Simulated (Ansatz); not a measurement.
Species: sum formula H$_{2}$SiO$_{2}$F, net charge 0, doublet state. It need not be the lowest isomer of its formula. 
Geometry from a B3LYP-D3(BJ)/def2-TZVP (Ansatz, a program for electronic structure) optimisation:
```
Si
F 1 1.6015
O 1 1.6364 2 105.43
H 3 0.9619 1 117.75 2 -163.90
O 1 1.6456 2 111.16 3 -116.55
H 5 0.9617 1 118.47 2 -70.18
```
Charge 0, spin multiplicity 2.

Basis-set convergence of Hartree-Fock and CCSD correlation energies (hartree) with Ansatz. Cores are frozen in the correlated levels unless marked. Open shells are spin-unrestricted. No spin-orbit coupling. No relativistic terms.

```json
[
 {"basis": "cc-pV(D+d)Z", "functions": "75", "E(HF)": "-539.39066", "E(corr, CCSD)": "-0.65082"},
 {"basis": "cc-pV(T+d)Z", "functions": "157", "E(HF)": "-539.51573", "E(corr, CCSD)": "-0.83488"},
 {"basis": "cc-pV(Q+d)Z", "functions": "289", "E(HF)": "-539.54375", "E(corr, CCSD)": "-0.89982"},
 {"basis": "cc-pV(5+d)Z", "functions": "483", "E(HF)": "-539.55008", "E(corr, CCSD)": "-0.92343"}
]
```

Extrapolating the two largest sets (X = 4 and 5) as X^-3: E(corr) = (125·(-0.92343) - 64·(-0.89982))/61 = -0.9482 Eh, an estimate of the basis-set limit. The largest set recovers 97.4 % of it, the smallest 68.6 %.
